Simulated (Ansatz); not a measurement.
Coupled-cluster diagnostics for the cluster Zn2Cl6, Ansatz.

Geometry of the singlet (r2SCAN-D4/def2-SVP):

Cartesian coordinates in Å:
```
Zn 0.213 1.122 0.201
Zn -0.864 -0.889 -1.905
Cl 1.031 0.435 2.459
Cl -1.587 -2.292 -3.302
Cl -1.905 0.338 -0.253
Cl 1.032 -1.613 3.065
Cl 0.840 2.936 1.238
Cl 1.240 -0.037 -1.503
```

Correlated methods freeze 48 core orbitals. In the singlet, Cl3 and Cl6 lie 2.14 Å apart (atoms count from 1), so these atoms are partly bonded to each other. The structure comes from a short search, and lower isomers may exist.

Q: Estimate the CCSD(T) correlation energy, the shares of MP2 and (T), T1 and the reference's ⟨S²⟩ for: charge 0, singlet, own geometry in def2-SVP; and the rough time on 4 threads of Arm Neoverse V1 on a shared host.

A: 
| state | basis | correlation (eV) | MP2 share (%) | (T) share (%) | T1 | ⟨S²⟩ (pure) | wall time |
| --- | --- | --- | --- | --- | --- | --- | --- |
| charge 0, singlet, own geometry | def2-SVP | -39.621 | 95.7 | 2.3 | 0.011 | 0.00 (0.00) | 52 s |
Customary marks for T1 are 0.02 (closed shells), 0.045 (open shells) and about 0.05 (3d metals). T1 stays under 0.02 throughout.
